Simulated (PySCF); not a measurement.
**Assignment exercise: C₇H₁₂O₂Si**

Structure with atom numbers: `[CH3:1][Si:2]([CH3:3])([CH3:4])[O:5][c:6]1[cH:7][cH:8][cH:9][o:10]1` (H(Xn): hydrogen on atom n).

Rapidly exchanging positions averaged, no relativistic terms, isolated molecule, single conformer. GIAO PBE0/pcSseg-1 shieldings; structure optimised with GFN2-xTB; PySCF 2.14.0 with density-fitted response routines.

Chemical shifts δ = σref − σ; TMS for ¹³C (σ = 186.93 ppm) and ¹H (σ = 31.72 ppm), all at this level.

(1) Assign these signals to the numbered atoms. ¹³C{¹H} NMR (computed): δ 164.4, 134.2, 119.2, 90.0, 1.1.

(2) Assign these signals to the numbered atoms. ¹H NMR (300 MHz, computed): δ 6.84 (m, 1H), 6.56 (m, 1H), 5.52 (m, 1H), 0.29 (s, 9H).

Results:

(1) 
| δ (ppm) | atoms | environment | reason |
| --- | --- | --- | --- |
| 164.4 | C6 | aromatic carbon bearing oxygen | σ withdrawal by the attached heteroatom moves it downfield of the ring CH carbons |
| 134.2 | C9 | aromatic CH next to the ring oxygen | – |
| 119.2 | C8 | aromatic CH | – |
| 90.0 | C7 | aromatic CH | it is ortho or para to a lone-pair donor and shielded by resonance |
| 1.1 | C1/C3/C4 | methyl carbon bonded to Si | an electropositive neighbour leaves it electron-rich and shielded |

(2) 
6.84 → H(C9), hydrogen on an aromatic CH next to the ring oxygen: π donation from the O or N substituent shields it against benzene
6.56 → H(C8), hydrogen on an aromatic CH: ring-current deshielding
5.52 → H(C7), hydrogen on an aromatic CH
0.29 → H(C1)/H(C3)/H(C4), hydrogen on a methyl carbon bonded to Si: an electropositive neighbour shields it, as in TMS itself

Shifts are as computed. Against solution values, carbons near 30 ppm lie about +3 ppm off and those near 130 ppm about +5 ppm. Of 1211 compounds with measured shifts, 218 miss one by over three times the rms of a fit or turn the order of signals round; such compounds aren't used in these exercises. No couplings were computed; multiplicities are counted from neighbouring protons, with m where these are inequivalent, close in shift, in a saturated or five-membered ring or joined by F or P, and br s for small geminal =CH2 splittings.
